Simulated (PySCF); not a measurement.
**Molecular orbitals of AsF⁺**

TPSS at R = 1.664 Å; As def2-TZVPPD, F def2-TZVPPD; no relativity (PySCF 2.14). State: ²Π (doublet), unpaired electrons π ↑. Only the outer orbitals are listed, counted within each symmetry.

```csv
spin,orbital,occ.,ε (eV),on As (%),main shells (%)
α,8σ,1,-38.84,10,88 F s
α,9σ,1,-23.90,71,"71 As s, 23 F p"
α,4π,1,-18.95,13,"87 F p, 11 As p"
α,4π,1,-18.93,12,"88 F p, 10 As p"
α,10σ,1,-18.92,46,"51 F p, 23 As s, 22 As p"
α,5π,1,-13.40,91,"90 As p, 9 F p"
α,5π,0,-13.03,91,"91 As p, 8 F p"
α,11σ,0,-8.98,93,"77 As p, 11 As d, 11 F p"
β,8σ,1,-38.71,10,88 F s
β,9σ,1,-23.22,64,"63 As s, 30 F p"
β,4π,1,-18.90,10,"89 F p, 8 As p"
β,10σ,1,-18.52,54,"45 F p, 31 As s, 21 As p"
β,4π,1,-18.49,9,91 F p
β,5π,0,-12.59,92,92 As p
β,5π,0,-11.52,94,93 As p
β,11σ,0,-8.57,91,"74 As p, 12 As d, 10 F p"
```

Question: Which are the highest filled and the lowest empty level, where do they sit, and how wide is the gap?

Answer: Highest filled α 5π at -13.40 eV (in %: 90 As p, 9 F p); lowest empty α 5π at -13.03 eV (in %: 91 As p, 8 F p); the gap at TPSS is 0.37 eV. Both belong to one degenerate shell, split only by its one-sided filling, so this is no excitation gap.

```
bond order (Mayer)                                                                                                : 1.25
⟨S²⟩                                                                                                              : 0.753
charge on As (Mulliken, basis-dependent)                                                                          : 1.12
charge on As (Löwdin, basis-dependent)                                                                            : 1.40
dipole moment (positive dipole points towards F; it is taken about the centre of mass and depends on that origin) : -1.97 D
```

Spin–orbit coupling is left out. The state was picked by a PBE0 search and need not be the measured ground state.
